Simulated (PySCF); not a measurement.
**Bonding in `C[C@@H](C(F)F)[Si@@H](C)N`**

Species: C4H11F2NSi.
SMILES with atom numbers: `[CH3:1][C@@H:2]([CH:3]([F:4])[F:5])[Si@@H:6]([CH3:7])[NH2:8]` (hydrogens: H9, H10, H11 on C1; H12 on C2; H13 on C3; H14 on Si6; H15, H16, H17 on C7; H18, H19 on N8)

Geometry (GFN2-xTB, Å), atoms numbered from 1 in this order:
```xyz
19
C4H11F2NSi angstrom
C     -1.681    0.646    0.147
C     -0.813   -0.603    0.255
C     -1.106   -1.522   -0.906
F     -0.624   -1.028   -2.077
F     -0.502   -2.730   -0.746
Si     1.064   -0.196    0.348
C      1.565    1.138   -0.899
N      1.222    0.514    1.916
H     -1.451    1.325    0.963
H     -2.740    0.394    0.191
H     -1.488    1.156   -0.793
H     -1.103   -1.159    1.151
H     -2.181   -1.716   -1.060
H      1.817   -1.437    0.112
H      1.125    2.100   -0.653
H      1.257    0.874   -1.905
H      2.643    1.262   -0.909
H      2.081    0.991    2.136
H      0.906    0.001    2.723
```

Bond orders from the PBE0/pcSseg-1 density (PySCF). One conformer (not necessarily the lowest) at the GFN2-xTB geometry, without solvent, vibrations or thermal averaging.

(1) Where do the orders between heavy atoms depart from those drawn in the SMILES?

(2) Set the Mayer orders of the bonds between heavy atoms beside their lengths.

Results:

(1) The largest departure is 0.210, at C2–Si6 (drawn single, 0.790). Drawn single, order below 0.88: C2–Si6 (0.790).

(2) 
```json
{"bond": "C1–C2", "drawn as": "single", "length (Å)": "1.525", "Mayer order": "1.027"}
{"bond": "C2–C3", "drawn as": "single", "length (Å)": "1.510", "Mayer order": "1.001"}
{"bond": "C3–F4", "drawn as": "single", "length (Å)": "1.360", "Mayer order": "0.923"}
{"bond": "C3–F5", "drawn as": "single", "length (Å)": "1.360", "Mayer order": "0.938"}
{"bond": "C2–Si6", "drawn as": "single", "length (Å)": "1.922", "Mayer order": "0.790"}
{"bond": "Si6–C7", "drawn as": "single", "length (Å)": "1.894", "Mayer order": "0.963"}
{"bond": "Si6–N8", "drawn as": "single", "length (Å)": "1.728", "Mayer order": "1.008"}
```

Bonds between the same two heavy elements. C–C: lowest C2–C3 (1.001, 1.510 Å), highest C1–C2 (1.027, 1.525 Å); in 1 of the 1 pairs the longer bond (by over 0.003 Å) has the higher order (by 0.02 or more). C–F: all 2 within 0.02 of one another (0.923 to 0.938). C–Si: lowest C2–Si6 (0.790, 1.922 Å), highest Si6–C7 (0.963, 1.894 Å).

Question: And the bonds to hydrogen?

Answer: C–H: 0.93 to 0.96 (8 bonds); H–Si: 0.91 (1 bond); H–N: 0.95 (2 bonds).

Question: Sum the orders of all bonds at each heavy atom with more than one neighbour and set the sums beside the valence in the SMILES.

Answer: C1 3.910 (drawn 4), C2 3.752 (drawn 4), C3 3.818 (drawn 4), Si6 3.666 (drawn 4), C7 3.826 (drawn 4), N8 2.915 (drawn 3). Orders between atoms that aren't bonded are not in these sums.

The Mayer order sums products of elements of PS (density times overlap matrix) between the two atoms' basis functions, so it depends on the basis set.
